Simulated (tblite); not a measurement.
Compound: C6H12BClO.
Numbering: `[CH2:1]=[C:2]([CH3:3])[BH:4][O:5][C@@H:6]([CH3:7])[CH2:8][Cl:9]` (hydrogens: H10, H11 on C1; H12, H13, H14 on C3; H15 on B4; H16 on C6; H17, H18, H19 on C7; H20, H21 on C8)

Computed with GFN2-xTB (tblite), gas phase: L-BFGS steps from a force-field or distance-geometry start until the largest atomic force falls under 0.01 eV/Å.

At the end of the run (lengths in Å): B4–O5 1.334, C7–H18 1.088, O5–C6 1.408, C3–H14 1.088, C7–H19 1.087, C8–Cl9 1.774, C6–C7 1.526, B4–O5–C6 124.8°, C1–C2–B4 121.5°, O5–C6–C8 106.9°, C3–C2–B4 118.2°, C1–C2–B4–O5 180°, C2–B4–O5–C6 -179°, B4–O5–C6–C7 117°, H15–B4–O5–C6 1°, H15–B4–C2–C1 0°.

Question: These geometries were met on the way; a selection of coordinates is given. Order them by energy above the end point, lowest first.
A. B4–O5 1.452, C7–H18 1.129, O5–C6 1.371, C3–H14 1.125, C7–H19 1.117, C8–Cl9 1.778, C6–C7 1.503, B4–O5–C6 113.9°, C1–C2–B4 120.2°, O5–C6–C8 114.5°, C3–C2–B4 122.5°, C1–C2–B4–O5 137°, C2–B4–O5–C6 -123°, B4–O5–C6–C7 119°, H15–B4–O5–C6 79°, H15–B4–C2–C1 -64°
B. B4–O5 1.350, C7–H18 1.078, O5–C6 1.414, C3–H14 1.083, C7–H19 1.078, C8–Cl9 1.786, C6–C7 1.537, B4–O5–C6 124.3°, C1–C2–B4 122.9°, O5–C6–C8 114.0°, C3–C2–B4 120.2°, C1–C2–B4–O5 127°, C2–B4–O5–C6 -116°, B4–O5–C6–C7 124°, H15–B4–O5–C6 59°, H15–B4–C2–C1 -48°
C. B4–O5 1.332, C7–H18 1.084, O5–C6 1.409, C3–H14 1.091, C7–H19 1.077, C8–Cl9 1.791, C6–C7 1.521, B4–O5–C6 124.2°, C1–C2–B4 112.4°, O5–C6–C8 106.7°, C3–C2–B4 125.6°, C1–C2–B4–O5 129°, C2–B4–O5–C6 -151°, B4–O5–C6–C7 143°, H15–B4–O5–C6 15°, H15–B4–C2–C1 -38°
D. B4–O5 1.337, C7–H18 1.094, O5–C6 1.415, C3–H14 1.091, C7–H19 1.089, C8–Cl9 1.776, C6–C7 1.539, B4–O5–C6 127.2°, C1–C2–B4 113.7°, O5–C6–C8 115.3°, C3–C2–B4 125.4°, C1–C2–B4–O5 118°, C2–B4–O5–C6 -141°, B4–O5–C6–C7 140°, H15–B4–O5–C6 25°, H15–B4–C2–C1 -48°
E. B4–O5 1.337, C7–H18 1.089, O5–C6 1.417, C3–H14 1.084, C7–H19 1.098, C8–Cl9 1.747, C6–C7 1.535, B4–O5–C6 122.3°, C1–C2–B4 118.1°, O5–C6–C8 108.1°, C3–C2–B4 120.0°, C1–C2–B4–O5 135°, C2–B4–O5–C6 -160°, B4–O5–C6–C7 143°, H15–B4–O5–C6 11°, H15–B4–C2–C1 -35°

Answer: E (0.188 eV), C (0.310 eV), D (0.515 eV), B (0.848 eV), A (1.383 eV).

```tsv
step	E above end (eV)	rms distance from the end, all atoms (Å)	largest force (eV/Å)	rms shift of all bonds from the end (Å)
34	0.188	0.387	0.702	0.008
29	0.310	0.516	0.425	0.006
17	0.515	0.715	0.310	0.006
4	0.848	0.809	0.606	0.007
0	1.383	0.818	2.850	0.034
```

Rows stand in the order of the answer.
